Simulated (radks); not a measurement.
Task: Isoelectronic series with 9 electrons, each ion in its NIST ground configuration. Calculated with a radial shooting solver on a logarithmic mesh with Libxc functionals: Dirac Kohn-Sham, LDA (Slater exchange, Perdew-Wang correlation), spin-unpolarised, spherical densities, finite nucleus; open shells fill j = l - 1/2 first; Fermi nuclear charge, rms radius of each element as measured or else 0.836 A^(1/3) + 0.57 fm. Total energies (hartree) and orbital eigenvalues (eV) (* marks an orbital that is empty in some or all of the ions):

ion    configuration  E (hartree)     3s1/2*      2p3/2      2p1/2
Co18+   [He] 2s2 2p5  -1193.40163  -609.4489  -1450.183  -1466.211
Zn21+   [He] 2s2 2p5  -1497.97596  -809.5522  -1905.591  -1931.302
As24+   [He] 2s2 2p5  -1838.46372  -1038.397  -2422.723  -2462.021
Kr27+   [He] 2s2 2p5  -2215.37319  -1296.374  -3001.732  -3059.499
Mo33+   [He] 2s2 2p5  -3080.81862  -1901.567  -4346.115  -4460.080
Rh36+   [He] 2s2 2p5  -3570.71870  -2249.860  -5111.917  -5266.303
Cd39+   [He] 2s2 2p5  -4099.77785  -2629.446  -5940.451  -6145.557
Sb42+   [He] 2s2 2p5  -4668.89231  -3041.039  -6831.988  -7099.921
Xe45+   [He] 2s2 2p5  -5279.04974  -3485.432  -7786.825  -8131.721
La48+   [He] 2s2 2p5   -5931.3584  -3963.511  -8805.282  -9243.557
Nd51+   [He] 2s2 2p5   -6627.0422  -4476.259  -9887.703  -10438.33
Dy57+   [He] 2s2 2p5   -8154.0624  -5610.227  -12245.94  -13090.06

Estimate the row of Eu54+ ([He] 2s2 2p5).

Result: E (hartree) -7367.4250; 3s1/2* -5024.753; 2p3/2 -11034.46; 2p1/2 -11719.29.
